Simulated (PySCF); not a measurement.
GaSn⁺: from constants to spectrum

UHF-CCSD(T) constants of GaSn⁺, ³Π (triplet), unpaired electrons σ ↑, π ↑ (Ga cc-pVDZ-PP with ECP10, Sn cc-pVDZ-PP with ECP28; scalar-relativistic core potentials (PySCF 2.14); masses 68.9256 and 119.9022 u):

- ωe: 103.4 cm⁻¹
- ωexe: 0.382 cm⁻¹
- Be: 0.039528 cm⁻¹
- αe: 0.000214 cm⁻¹
- De to Ga⁺ + Sn: 0.91 eV

Question: What force constant and bond length do these constants imply?

Answer: Reduced mass μred = 43.766 u; k = 5.8918×10⁻⁷·μred·ωe² (u, cm⁻¹, mdyn/Å) = 0.276 mdyn/Å; Re = √(16.8576/(μred·Be)) (u, cm⁻¹, Å) = 3.122 Å.

Question: Estimate the centrifugal constant D from the Kratzer relation and find the Dunham coefficient a1.

Answer: D = 4Be³/ωe² = 2.31e-08 cm⁻¹; a1 = −1 − αeωe/(6Be²) = -3.36.

Correlated steps freeze 8 core orbitals. Correlated levels converge slowly with the basis: in double zeta they bind strong bonds too weakly, by up to about 1 eV, and carry superposition errors of some tenths. Spin–orbit coupling is left out, which matters for elements this heavy, above all for dissociation energies. For an ion De counts to the pair picked by the measured ionisation energies or electron affinities, which need not be the lowest pair at this level. The state was picked by a PBE0 search and need not be the measured ground state.
